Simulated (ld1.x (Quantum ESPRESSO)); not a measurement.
# Tl (Z = 81), TM: configuration errors across variants

ld1.x (Quantum ESPRESSO) 7.5 input, shortened:

```
&input
   title='Tl', zed=81., rel=1, dft='PBESOL', iswitch=3,
   config='[Xe] 4f14 5d10 6s2 6p0.75 6d-2'
 /
 &inputp
   pseudotype=2, tm=.true., lloc=0,
   nlcc=.false.
 /
3
6P  2  1   0.75   0.00  3.00  3.00  0.0
6D  3  2  -2.00  -0.20  2.30  2.30  0.0
6S  1  0   2.00   0.00  1.70  1.70  0.0
 &test
   configts(1)='6s2 6p0.75'
 /
```

All-electron excitation energies from the reference (eV): (1) 6s2 6p1 -0.752; (2) 6s2 6p0 4.395; (3) 6s1 6p0 25.238; (4) 6s0 6p3 14.540; (5) 6s1 6p1 12.760; (6) 6s2 6p1.3 -1.243; (7) 6s2 6p0.5 1.094.

Tests that are not counted but printed errors over 1 eV. “local potential all-electron potential smoothed inside 2.10 bohr (lloc = -1)”: 6s1 6p0 (solver errors, printed error -3.8 eV).

A true bound ghost makes a file unfit for plane-wave use even where its test errors are small: the radial tests pick states by their node count and pass the ghost by. Where a test does run into it, the solver fails or the error is huge.

Errors AE − PS in meV (a dash: test not solved or not reliable):

```csv
change,(1),(2),(3),(4),(5),(6),(7),bound ghosts
base,+1.6,+19,+44,+157,-1.7,+5.5,+1.2,d
wave 6s (bound): rc 1.70 bohr becomes 6s (bound): rc 2.42 bohr,+1.6,+19,+41,+151,-1.7,+5.5,+1.2,d
wave 6d channel at -0.2 Ry: rc 2.30 bohr becomes 6d channel at -0.2 Ry: rc 1.60 bohr,+1.6,+19,+44,+157,-1.7,+5.5,+1.2,d
core correction a·sin(br)/r model core inside 0.66 bohr,-0.5,-23,-380,-181,-114,-2.3,-2.1,d
local potential all-electron potential smoothed inside 2.10 bohr (lloc = -1),+0.4,+287,–,+160,+753,+1.9,-1.2,"d, s"
wave 6d channel at -0.2 Ry: rc 2.30 bohr becomes 6d channel at 0.6 Ry: rc 2.30 bohr,+1.6,+19,+44,+157,-1.7,+5.5,+1.2,d
```

Q: Give the same row for: wave 6p (bound): rc 3.00 bohr becomes 6p (bound): rc 3.60 bohr.

A: +1.6, +17, +31, +183, +5.1, +5.4, +1.1; bound ghosts: d.
